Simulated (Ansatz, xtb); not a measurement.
# CH7AsB+: which of two isomers lies lower

Structure I is `BC[AsH3+]`, a singlet and structure II is `B[AsH2+]C`, a singlet. Both are isolated ions in the gas phase, relaxed with PBE-D3(BJ)/def2-SVP; the shapes shown needn't be the lowest conformers.

I (Å):

```xyz
10

C    -0.3623    0.8377   -0.4292
As   -1.2571    1.6448    1.0832
B    -1.3215    0.0653   -1.4236
H    -2.5186   -0.0150   -1.2410
H    -0.7998   -0.4491   -2.3858
H    -2.2991    2.6355    0.6249
H    -1.9901    0.6030    1.8924
H    -0.3494    2.3816    2.0429
H     0.4202    0.1502   -0.0354
H     0.1924    1.6398   -0.9662
```

II (Å):

```yaml
atoms:
  - { symbol: C, position_ang: [-0.7575, 2.4312, -0.4784] }
  - { symbol: As, position_ang: [-0.7995, 0.4958, -0.5412] }
  - { symbol: B, position_ang: [-1.7246, -0.4265, 1.0546] }
  - { symbol: H, position_ang: [-2.3901, -1.4037, 0.8215] }
  - { symbol: H, position_ang: [-1.5149, 0.0729, 2.1325] }
  - { symbol: H, position_ang: [-1.3411, 0.0554, -1.8832] }
  - { symbol: H, position_ang: [0.6358, 0.0048, -0.5520] }
  - { symbol: H, position_ang: [-0.2866, 2.7380, 0.4746] }
  - { symbol: H, position_ang: [-0.1691, 2.7986, -1.3402] }
  - { symbol: H, position_ang: [-1.7958, 2.8091, -0.5331] }
```

Quicker runs give these differences E(II) − E(I): GFN2-xTB −0.408 eV; HF/STO-3G −0.326 eV (at GFN2-xTB geometries); r2SCAN-D4/def2-SVP −0.152 eV (at GFN2-xTB geometries).

Question: Estimate E(II) − E(I) at the level CCSD(T)/def2-TZVP.

Answer: Calculated at CCSD(T)/def2-TZVP: E(II) − E(I) = −0.245 eV, so structure II lies lower.

How the difference moves with the method:

| level | geometry | E(II) − E(I) (eV) | departure from the last row (eV) | job, with rough time for the two |
| --- | --- | --- | --- | --- |
| GFN2-xTB | GFN2-xTB | −0.408 | −0.163 | optimisation, 0.25 s |
| HF/STO-3G | GFN2-xTB | −0.326 | −0.081 | single point, 0.32 s |
| r2SCAN-D4/def2-SVP | GFN2-xTB | −0.152 | +0.093 | single point, 3.2 s |
| PBE-D3(BJ)/def2-SVP | PBE-D3(BJ)/def2-SVP | −0.180 | +0.065 | optimisation, 44 s |
| HF/def2-TZVP | PBE-D3(BJ)/def2-SVP | −0.235 | +0.011 | part of the CCSD(T) run |
| MP2/def2-TZVP | PBE-D3(BJ)/def2-SVP | −0.232 | +0.013 | part of the CCSD(T) run |
| CCSD(T)/def2-TZVP | PBE-D3(BJ)/def2-SVP | −0.245 |  | single point, 69 s |

As drawn, II has 1 As–B, 1 C–H in place of 1 C–B, 1 As–H.

None of the levels shown reverses the order. The largest departure from CCSD(T)/def2-TZVP is that of GFN2-xTB, 0.163 eV.

With harmonic frequencies from PBE-D3(BJ)/def2-SVP (ideal gas, rigid rotor, one conformer each, 298.15 K, 1 atm): on the last row, ΔE + ΔZPE = −0.194 eV. A mode under 50 cm⁻¹ makes harmonic enthalpies and free energies unreliable, so none is given.

The correlated steps freeze 11 core orbitals; the filled d shell of As is correlated, in a basis made for valence electrons. Programs: Ansatz 0.2.0, xtb 6.7.1; the last row on 2 threads of Arm Neoverse V1 on a shared host.
